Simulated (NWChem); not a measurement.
Correlation energy of H$_{2}$B

```xyz
3

B      0.0000     0.0000     0.1478
H      1.0882     0.0000    -0.3696
H     -1.0882     0.0000    -0.3696
```
Charge 0, spin multiplicity 2.

Everything below was run with NWChem. All single points use one geometry, from UPBE0/def2-SVP, a minimum by its harmonic frequencies.

Basis set: 6-31G*. Each correlation energy counts from its own Hartree-Fock reference.

The correlated methods keep 1 core orbital frozen. The Pople sets run with spherical d functions. The structure started from a generated list of species. The unpaired electrons of the parent sit in orbitals of symmetry a1 (C2v labels of the run); other states weren't searched. The stability of the SCF solutions was not checked. Open-shell Hartree-Fock references start from PBE0 orbitals. No row is a measurement; the coupled-cluster row has its own basis-set and correlation limits.

Q: Order these methods by the correlation energy they give, lowest first: CCSD(T) on ROHF, UMP2, CCSD on UHF, CCSD(T) on UHF, SCS-UMP2.

A: CCSD(T) on ROHF (-73.0 mHa), CCSD(T) on UHF (-71.9 mHa), CCSD on UHF (-70.9 mHa), SCS-UMP2 (-59.4 mHa), UMP2 (-54.4 mHa)
